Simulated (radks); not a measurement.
Fractional charge and spin in the 3p shell of zinc: the spin-up occupation runs from 2 to 3 and the spin-down occupation from 2 to 3; the fullest corner is Zn2+, [Ne] 3s2 3d10 3p(up 3, down 3). Calculated with a radial shooting solver on a logarithmic mesh with Libxc functionals: scalar-relativistic Kohn-Sham, PBE, spin-polarised, spherical densities, finite nucleus; Fermi nuclear charge, rms radius of each element as measured or else 0.836 A^(1/3) + 0.57 fm. Energy (eV) above the fullest corner. The planes named below are the two flat planes that join the four corners, with an edge along up + down = one added electron.

\begin{tabular}{lrrrrr}
down \ up & 2 & 2.25 & 2.5 & 2.75 & 3 \\ \hline
2 & 252.973 & 216.159 & 180.839 & 146.985 & 114.563 \\
2.25 & 216.159 & 180.939 & 147.182 & 114.857 & 83.929 \\
2.5 & 180.839 & 147.182 & 114.955 & 84.123 & 54.650 \\
2.75 & 146.985 & 114.857 & 84.123 & 54.747 & 26.689 \\
3 & 114.563 & 83.929 & 54.650 & 26.689 & 0.000 \\
\end{tabular}

Corners above the fullest one (they belong to Zn3+ and the next ion): (up 3, down 2) 114.56 eV, (up 2, down 3) 114.56 eV, (up 2, down 2) 252.97 eV. With half an added electron in each spin the energy lies 0.392 eV from the planes, and with half an added electron in spin up alone -2.928 eV. The planes are only a guide here: the flat-plane condition holds for ground states with one frontier orbital, while this shell lies below other occupied shells, so the corners above the fullest one are inner-hole states and not the ground states of those ions.
